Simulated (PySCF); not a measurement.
A species of formula C5H16FNSi2 has this rotational fingerprint, computed with PBE0/pcSseg-1 in PySCF (dipole) on a GFN2-xTB geometry, gas phase:

| Property | Result |
| --- | --- |
| Rotational constants | A = 1723, B = 695.2, C = 628.8 MHz |
| Dipole components | \|μa\| = 3.51 D, \|μb\| = 0.41 D, \|μc\| = 0.21 D |
| Inertial defect | -216.48 u·Å² |
| κ | -0.88 |

Question: Which structure is it? (One computed conformer of each.)
A. `[CH3:1][N:2]([CH3:3])[C:4]([CH3:5])([CH3:6])[SiH2:7][SiH2:8][F:9]` with C1–N2–C4–C5 -76°, N2–C4–Si7–Si8 -36°, C4–Si7–Si8–F9 -178°
B. `[CH3:1][NH:2][C:3]([CH3:4])([CH3:5])[CH2:6][SiH2:7][SiH2:8][F:9]` with C1–N2–C3–C4 64°, N2–C3–C6–Si7 53°, C3–C6–Si7–Si8 -39°, C6–Si7–Si8–F9 -56°
C. `[CH3:1][NH:2][C:3]([CH3:4])([CH3:5])[SiH2:6][Si@@H:7]([CH3:8])[F:9]` with C1–N2–C3–C4 51°, N2–C3–Si6–Si7 -41°, C3–Si6–Si7–C8 84°
D. `[CH3:1][NH:2][CH2:3][C:4]([CH3:5])([CH3:6])[SiH2:7][SiH2:8][F:9]` with C1–N2–C3–C4 -169°, N2–C3–C4–C5 -86°, C3–C4–Si7–Si8 53°, C4–Si7–Si8–F9 177°

Answer: A. It is CN(C)C(C)(C)[SiH2][SiH2]F, an asymmetric top, point group C1. The candidates at the same level (rigid rotor, commonest isotopes):

| SMILES | A (MHz) | B (MHz) | C (MHz) | μa (D) | μb (D) | μc (D) | Δ (u·Å²) | point group | rotor |
| --- | --- | --- | --- | --- | --- | --- | --- | --- | --- |
| CNC(C)(C)[SiH2][Si@@H](C)F | 1701 | 707.3 | 602.7 | 3.01 | 1.67 | 0.41 | -173.15 | C1 | asymmetric top |
| CNCC(C)(C)[SiH2][SiH2]F | 1368 | 782.6 | 606.2 | 3.73 | 1.77 | 0.86 | -181.59 | C1 | asymmetric top |
| CNC(C)(C)C[SiH2][SiH2]F | 1493 | 885.3 | 686.4 | 3.10 | 0.07 | 0.31 | -173.05 | C1 | asymmetric top |
| CN(C)C(C)(C)[SiH2][SiH2]F | 1723 | 695.2 | 628.8 | 3.51 | 0.41 | 0.21 | -216.48 | C1 | asymmetric top |

`CNC(C)(C)[SiH2][Si@@H](C)F` has C 4 % too low; `CNC(C)(C)C[SiH2][SiH2]F` has B 27 % too high; `CNCC(C)(C)[SiH2][SiH2]F` has A 21 % too low. No structure here is proved a minimum.
